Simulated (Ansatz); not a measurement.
Geometry optimisation, Ansatz, RKS LDA/def2-SVP.

input.yaml

```yaml
crystal:
  periodic: [false, false, false]
  atoms:
    - { symbol: Sn, position_ang: [-0.140608, -0.129639, 0.050877] }
    - { symbol: O, position_ang: [-0.129812, -0.217379, 2.019324] }
    - { symbol: H, position_ang: [-0.834154, 0.36932, 2.365244] }
    - { symbol: O, position_ang: [1.720658, -0.162455, -0.563967] }
    - { symbol: H, position_ang: [1.83038, -0.971137, -1.104385] }
    - { symbol: O, position_ang: [-1.201142, 1.42833, -0.494573] }
    - { symbol: H, position_ang: [-1.813749, 1.137975, -1.201542] }
    - { symbol: O, position_ang: [-1.020267, -1.748093, -0.65741] }
    - { symbol: H, position_ang: [-1.207474, -2.351248, 0.091215] }
    - { symbol: Cl, position_ang: [1.59428, 2.584129, 1.6685] }
    - { symbol: H, position_ang: [1.359288, 1.386396, 2.226018] }
basis:
  gaussian: { orbitals: def2-SVP }
hamiltonian:
  xc: lda
relax:
  f_tol: 0.03
  max_steps: 50
```

Launched with:

```bash
$ ansatz run input.yaml --threads 4 --pin off --max-ram 5120MiB --backend cpu --events-out ev --progress --plain --runs-dir out
```

Question: Where does it end, and by what steps?

Answer: The forces met the threshold. After 31 steps the energy has fallen by 1.599 eV; H11 moved furthest, 1.71 Å. Parted: Cl10–H11 (1.34 → 2.50 Å). Joined: Sn1–Cl10 (3.60 → 2.36 Å), O2–H11 (2.20 → 0.99 Å).

```csv
step,energy less start (eV),largest force component (eV/Å),accepted
0,0.0000,0.857,yes
2,-0.2338,0.375,yes
4,-0.4620,0.644,yes
6,-0.8452,1.589,yes
8,-0.9294,1.146,no
10,-1.0412,0.165,yes
12,-1.0458,0.088,yes
14,-1.0578,0.208,yes
16,-1.1014,1.091,yes
18,-1.2590,0.875,yes
20,-1.4084,1.279,yes
22,-1.5219,0.762,yes
24,-1.5819,0.224,yes
26,-1.5932,0.157,yes
28,-1.5977,0.070,yes
30,-1.5985,0.036,yes
31,-1.5988,0.019,yes
```

```xyz
11
Properties=species:S:1:pos:R:3
Sn 0.436 0.055 0.082
O -0.831 0.200 2.079
H -1.402 0.810 1.520
O 1.119 0.120 -1.765
H 1.456 -0.770 -1.997
O -1.165 1.229 -0.121
H -1.295 1.538 -1.040
O 0.262 -1.878 0.390
H -0.210 -1.954 1.247
Cl 1.993 1.187 1.443
H -0.205 0.789 2.561
```

Whether the end is a true minimum wasn't checked by a vibrational analysis.

The run took 55 s on 4 threads of Intel(R) Xeon(R) Platinum 8259CL CPU @ 2.50GHz (Skylake/Cascade Lake), on a shared host, peak memory 0.21 GiB.
